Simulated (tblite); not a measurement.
A tight-binding relaxation on `C#CC[C@@H](C)[AsH2+][GaH3-]`.

Computed with GFN2-xTB geometry optimisation, gas phase (tblite 0.8.0). Start geometry: from a force field or distance geometry. A driver script takes a list of jobs; this job's settings line and coordinates (Å) are shown.

Command:
```bash
OMP_NUM_THREADS=1 python probes_run.py task.json out
```

Input:
```
{"job": {"kind": "relax", "xc": "GFN2-xTB", "basis": "xTB"}, "charge": 0, "multiplicity": 1}
C     -3.107200     1.595200    -0.046300
C     -2.070400     1.080000    -0.332500
C     -0.776300     0.435100    -0.657500
C     -0.252300    -0.399700     0.498000
C     -1.124600    -1.642700     0.764200
As     1.595800    -0.994200     0.115100
Ga     2.760300     1.160700     0.356100
H     -4.031600     2.061300     0.202700
H     -0.914000    -0.195000    -1.564600
H     -0.065400     1.241500    -0.901000
H     -0.226000     0.205500     1.431600
H     -2.161900    -1.343200     1.026400
H     -1.160800    -2.283300    -0.138000
H     -0.705200    -2.232100     1.598400
H      1.395900    -1.569500    -1.316700
H      1.810400    -1.991600     1.314100
H      3.070000     1.765800    -1.096600
H      1.815300     2.174000     1.172100
H      4.138200     0.941400     1.167600
```

Question: Estimate the output.

Answer: 
```
step      E/eV     max force
  0    -551.20927    1.613
  1    -551.30235    3.176
  2    -551.51144    1.438
  3    -551.65052    1.127
  4    -551.80604    0.666
  5    -551.85070    0.597
  6    -551.88452    0.402
  7    -551.90091    0.263
  8    -551.91174    0.194
  9    -551.91581    0.128
... (113 lines left out)
123    -551.96681    0.025
124    -551.96688    0.026
125    -551.96695    0.027
126    -551.96701    0.023
127    -551.96706    0.020
128    -551.96710    0.017
129    -551.96714    0.019
130    -551.96717    0.020
131    -551.96720    0.014
132    -551.96722    0.009
```

«max force» is the largest atomic force in eV/Å.

Question: From which step on does the largest force stay under 0.1 eV/Å, and how much energy is left to gain from there?

Answer: From step 13 (0.097 eV/Å), 42.9 meV above the end.

In short: energy lowered by 17.5 kcal/mol over 132 steps; largest atomic force 0.009 eV/Å at the end.

Question: Estimate the wall time. Hardware: one thread, Intel Xeon Platinum 8488C (x86_64), shared host.

Answer: About 1.5 s.
Labels such as C1 count atoms from 1, the log's own numbers from 0.
